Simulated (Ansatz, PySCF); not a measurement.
Reaction (SMILES): C/C=C(/[SiH3])CC [[(E)-pent-2-en-3-yl]silane] + 4 C (CH4) -> C=C (C2H4) + 3 CC (C2H6) + C[SiH3] [methylsilane]
Geometries: B3LYP-D3(BJ)/def2-TZVP minima from Ansatz (a program for electronic structure), one conformer each, not searched for the lowest. Frequencies are from Ansatz or PySCF.
Geometry of the first species:
```
C
C 1 1.3389
H 2 1.0875 1 118.25
C 2 1.4977 3 114.30 1 179.61
H 4 1.0884 2 113.05 3 178.28
H 4 1.0938 5 108.29 2 122.92
H 4 1.0942 5 107.89 6 114.87
C 1 1.5147 2 123.35 3 178.70
H 8 1.0923 1 110.58 2 33.30
H 8 1.0942 9 105.82 5 -162.84
C 8 1.5332 9 109.46 10 -117.20
H 11 1.0913 8 110.69 9 -61.30
H 11 1.0914 12 107.59 8 121.48
H 11 1.0917 12 108.27 13 116.54
Si 1 1.8650 2 119.30 3 -0.03
H 15 1.4822 1 110.20 2 2.27
H 15 1.4857 16 109.26 3 119.73
H 15 1.4857 16 109.03 17 116.24
```
Charge 0, spin multiplicity 1.

Property: bond separation energy (enthalpy at 298 K, with B3LYP-D3(BJ) rigid-rotor harmonic-oscillator terms), in eV. Correlated levels leave the core frozen unless marked. No spin-orbit coupling. No relativistic terms. CBS marks a two-point X^-3 extrapolation of the correlation energy; Hartree-Fock from the larger set. [CCSD(T)-MP2]/basis is that difference in the basis named.

RI-MP2/CBS(cc-pV(T+d)Z,cc-pV(Q+d)Z)+[CCSD(T)-MP2]/cc-pV(T+d)Z (Ansatz) gives 0.58 eV.

Question: Another calculation gave 0.51 eV. Which level was it?
A) BLYP/def2-TZVPD (Ansatz)
B) B2PLYP/def2-TZVPD (Ansatz)
C) SVWN5/def2-TZVPD (Ansatz)

Answer: B, B2PLYP/def2-TZVPD (Ansatz). The others give 0.70 (SVWN5), 0.39 (BLYP) eV.
